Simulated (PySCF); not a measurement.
## Electric field gradients and quadrupole coupling constants

Compound: C5H14OSi3.
Cartesian coordinates in Å at the GFN2-xTB level; atoms count from 1:
```xyz
23
C5H14OSi3 angstrom
C     -2.4911   -2.8254    0.3162
C     -2.1457   -1.6487   -0.1805
Si    -0.6709   -0.6217    0.4017
Si     1.1359   -0.9688   -1.0036
O      2.4381   -0.2387   -0.3532
Si     3.5361    0.2916    0.7046
C     -1.2661    1.1790    0.4177
C     -0.2798    2.3022    0.2586
C     -1.2342    1.9950   -0.8458
H     -1.9418   -3.2750    1.1273
H     -3.3331   -3.3939   -0.0498
H     -2.7415   -1.2469   -0.9925
H     -0.4123   -0.9739    1.8184
H      1.5231   -2.3756   -1.1757
H      1.0711   -0.3596   -2.3390
H      2.8202    1.0215    1.7524
H      4.2285   -0.8737    1.2507
H      4.4185    1.1594   -0.0709
H     -2.1016    1.3976    1.0754
H      0.7615    2.0543    0.1148
H     -0.4324    3.2041    0.8338
H     -2.0448    2.6842   -1.0340
H     -0.8426    1.5398   -1.7437
```

Field gradients from the PBE0/pcSseg-1 density (PySCF, non-relativistic), principal values in atomic units, ordered |Vxx| ≤ |Vyy| ≤ |Vzz|:

```json
{"atom": "O5", "Vxx": "-0.5628", "Vyy": "-0.5880", "Vzz": "1.1508"}
```

Question: Find the asymmetry η = (Vxx − Vyy)/Vzz and the couplings χ = eQV/h (234.96 MHz × Q in barn × V in au), with Q(17O) = −0.0256 b.

Answer: 
```
atom      environment  nucleus     η  χzz (MHz)  χxx (MHz)  χyy (MHz)
  O5  siloxane oxygen      17O  0.02      -6.92       3.39       3.54
```

The gradient is axial or nearly so (η below 0.05) at O5. 

Question: What is Vzz at O5 in SI units (1 au = 9.71736 × 10²¹ V/m²)?

Answer: 1.1508 au = 11.183 × 10²¹ V/m².

Question: And the gradient at the other heavy atoms, for which no coupling is worked out here?

Answer: 
```json
{"atom": "C1", "environment": "terminal =CH2 carbon", "Vzz (au)": "0.364", "η": "0.38"}
{"atom": "C2", "environment": "alkene CH carbon", "Vzz (au)": "0.363", "η": "0.38"}
{"atom": "Si3", "environment": "SiH silicon", "Vzz (au)": "-0.094", "η": "0.38"}
{"atom": "Si4", "environment": "oxygen-bound silicon", "Vzz (au)": "0.617", "η": "0.06"}
{"atom": "Si6", "environment": "oxygen-bound silicon", "Vzz (au)": "0.572", "η": "0.06"}
{"atom": "C7", "environment": "sp3 carbon bound to silicon", "Vzz (au)": "0.174", "η": "0.09"}
{"atom": "C8", "environment": "three-membered-ring carbon", "Vzz (au)": "0.178", "η": "0.07"}
{"atom": "C9", "environment": "three-membered-ring carbon", "Vzz (au)": "0.178", "η": "0.11"}
```

Were the hydrogens deuterons (Q(2H) = 0.00286 b), χzz would run from 102 kHz (H13) to 224 kHz (H10).

The structure is a single GFN2-xTB conformer in the gas phase; no vibrational or solvent corrections. GFN2-xTB bond lengths can be off by several hundredths of an ångström, more for odd bonds, and the gradients follow them. The small basis limits the accuracy of the gradients.
